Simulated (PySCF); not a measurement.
Molecule: tetraethynylsilane, C8H4Si, net charge 0, singlet state. SMILES: C#C[Si](C#C)(C#C)C#C
Geometry: optimised at B3LYP-D3(BJ)/def2-TZVP (Ansatz).

Dispersion corrections to the total energy (kcal/mol) from the dftd3 and dftd4 libraries through PySCF: D3(BJ) without and D4 with the three-body term, each with the damping fitted for the functional named.

```json
[
 {"functional": "PW6B95", "D3(BJ)": "-5.21", "D4": "-7.42"},
 {"functional": "HSE06", "D3(BJ)": "-6.62", "D4": "-7.24"},
 {"functional": "B2GP-PLYP", "D3(BJ)": "-6.75", "D4": "(withheld)"},
 {"functional": "BP86", "D3(BJ)": "-14.93", "D4": "-12.44"},
 {"functional": "BHLYP", "D3(BJ)": "(withheld)", "D4": "-11.32"},
 {"functional": "B3LYP", "D3(BJ)": "-15.35", "D4": "-14.18"},
 {"functional": "TPSS", "D3(BJ)": "-11.09", "D4": "(withheld)"}
]
```

Question: Fill in the missing entries.

Answer: 
- B2GP-PLYP, D4: -3.95
- BHLYP, D3(BJ): -12.55
- TPSS, D4: -11.89
